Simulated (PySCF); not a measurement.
From computed data to an observable: oscillator strength and radiative lifetime

C3H6BrF, SMILES CC[C@H](F)Br.

Geometry optimised at B3LYP-D3(BJ)/def2-SVP. The structure was generated by enumeration; whether it is a known compound was not checked. Other conformers were not sampled.

PySCF 2.14.0 with TDA-PBE/def2-SVPD puts the first singlet state with f over 0.02 at 6.72 eV (vertical), with the transition dipole (0.396, 0.023, -0.097) in atomic units.

Problem. Find the oscillator strength, the wavelength and the radiative lifetime that this transition would have in vacuum if emission retraced absorption.

Solution. 
|μ|² = 0.1668 au, so |μ| = 1.04 D. ΔE = 6.72/27.211 = 0.2470 hartree. f = (2/3) ΔE |μ|² = 0.027 (the program prints 0.027).
λ = 1239.84/6.72 = 184 nm; ν = 54200 cm⁻¹.
Einstein's coefficient A = 0.6670 ν² f s⁻¹ (ν in cm⁻¹) = 5.4e7 s⁻¹, so τ = 1/A = 19 ns. This state is S3; the lower singlets have f = 0.001, 0.002. The figure is the radiative limit of this one transition; relaxation, internal conversion, crossing to triplets and a medium change what is measured.
